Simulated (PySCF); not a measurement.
Compound: C₆H₁₂Si.
SMILES: `C=C(C)C1C[SiH2]C1`

Torsions of this conformer, `[CH2:1]=[C:2]([CH3:3])[CH:4]1[CH2:5][SiH2:6][CH2:7]1`: C1–C2–C4–C5 3°.

The closed-shell ground state was solved at several levels (PySCF, density fitting, gas phase, non-relativistic). Isolated species at its PBE0-D3(BJ)/def2-SVP geometry (one conformer only).

```json
{"level": "PBE0/def2-SVPD", "basis functions": "240", "total energy (Eh)": "-524.6577", "HOMO (eV)": "-7.04", "LUMO (eV)": "0.22", "gap (eV)": "7.26", "dipole (D)": "0.46"}
{"level": "PBE0/pcSseg-1", "basis functions": "186", "total energy (Eh)": "-524.8607", "HOMO (eV)": "-7.01", "LUMO (eV)": "0.35", "gap (eV)": "7.36", "dipole (D)": "0.43"}
```

Task: Estimate the row for mPW1PW91/pcSseg-1, a basis of 186 functions; the other rows only guide the guess.

Result: Total energy -525.2336 Eh, HOMO -7.03 eV, LUMO 0.35 eV, gap 7.38 eV, dipole 0.42 D.

Task: Over all these levels, which gives the widest orbital gap and which the narrowest?

Result: mPW1PW91/pcSseg-1 (global hybrid, 25 % exact exchange) has the widest, 7.38 eV, and PBE0/def2-SVPD (global hybrid, 25 % exact exchange) the narrowest, 7.26 eV. Functional and basis both differ between the two, so the spread mixes both effects.

Task: How far do the dipole and the HOMO energy spread over the levels?

Result: The dipole runs from 0.42 to 0.46 D (mean 0.44 D) and the HOMO from -7.04 to -7.01 eV.
